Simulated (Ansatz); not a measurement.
The cluster Tl6. Charge 0, multiplicity 1. Geometry PBE-D4/def2-SVP, basis def2-TZVP, Ansatz.

Cartesian coordinates in Å:
```
Tl 2.223 -1.898 0.189
Tl 1.231 2.288 1.082
Tl -2.876 0.738 1.919
Tl -0.215 -0.416 0.997
Tl -1.320 0.514 -1.623
Tl 0.957 -1.226 -2.564
```

| run | HOMO (eV) | LUMO (eV) |
| --- | --- | --- |
| A | -4.18 | -2.35 |
| B | -4.01 | -2.57 |
| C | -4.09 | -2.39 |
| D | -3.65 | -2.91 |
| E | -3.78 | -2.73 |
| F | -3.72 | -2.81 |

In the def2 sets Tl takes a core potential; there is no spin–orbit coupling. B3LYP takes the VWN-RPA correlation. HSE06 is defined as in plane-wave codes, on full-range PBE exchange. Another isomer (singlet) lies 0.48 eV lower at PBE0-D4/def2-TZVP; other spin states weren't run for this one.

The runs used B3LYP, HSE06, PBE, PBE0, r2SCAN, r2SCAN0. Estimate which is which.

A r2SCAN0 (25 % exact exchange); B B3LYP (20 % exact exchange); C PBE0 (25 % exact exchange); D PBE (0 % exact exchange); E HSE06 (range-separated); F r2SCAN (0 % exact exchange). Exact exchange lowers occupied and raises empty levels; among semilocal functionals meta-GGAs tend to open the gap a little, and such runs are hard to tell apart. The gap grows from 0.74 eV (PBE) to 1.83 eV (r2SCAN0). The restricted singlet is unstable towards broken spin symmetry in Hartree–Fock (as tested in another run); at r2SCAN0-D4/def2-TZVP, B3LYP-D4/def2-TZVP, PBE0-D4/def2-TZVP, PBE-D4/def2-TZVP and others this wasn't settled.
